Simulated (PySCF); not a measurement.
**How the method changes the constants of BeF**

State: ²Σ⁺ (doublet), unpaired electrons σ ↑. Set-up: Be pcseg-1, F pcseg-1; no relativity (PySCF 2.14). De refers to Be + F in their high-spin ground configurations, without counterpoise correction. The functionals are run spin-unrestricted. A positive dipole means Be(−)F(+).

```tsv
Level	Re (Å)	ωe (cm⁻¹)	De (eV)	μ (D)	CPU s a point (SCF and correlation, without the integrals)
UHF	1.393	1229	4.51	-1.65	0.028
UHF-MP2	1.409	1193	5.85	n/a	0.04
UHF-SCS-MP2	1.408	1192	5.56	n/a	n/a
UHF-CCSD	1.406	1197	5.03	n/a	n/a
UHF-CCSD(T)	1.407	1193	5.07	n/a	0.37
LDA	1.386	1218	6.79	-1.12	0.13
PBE	1.400	1186	6.06	-1.17	0.2
r²SCAN	1.398	1197	6.00	-1.31	0.29
r²SCANh	1.395	1205	5.89	-1.36	0.29
B3LYP	1.392	1212	5.80	-1.31	0.23
PBE0	1.392	1213	5.75	-1.33	0.28
LC-ωPBE	1.392	1219	5.92	-1.28	0.28
```

The bond length runs from 1.386 Å (LDA) to 1.409 Å (UHF-MP2). De spans 4.51 eV (UHF, mean field) to 6.79 eV (LDA, local density). Correlation at CCSD(T) changes the Hartree–Fock bond energy by +0.56 eV; the triples alone change it by +0.04 eV.

Correlated steps freeze 1 core orbital. Correlated levels converge slowly with the basis: in double zeta they bind strong bonds too weakly, by up to about 1 eV, and carry superposition errors of some tenths. The state is the lowest determinant that a PBE0 search found; another state may lie lower at other levels.

The whole job (state search and all levels along the bond) took about 0.44 min on 1 thread of Arm Neoverse V1 (shared host), peak memory 0.32 GiB.
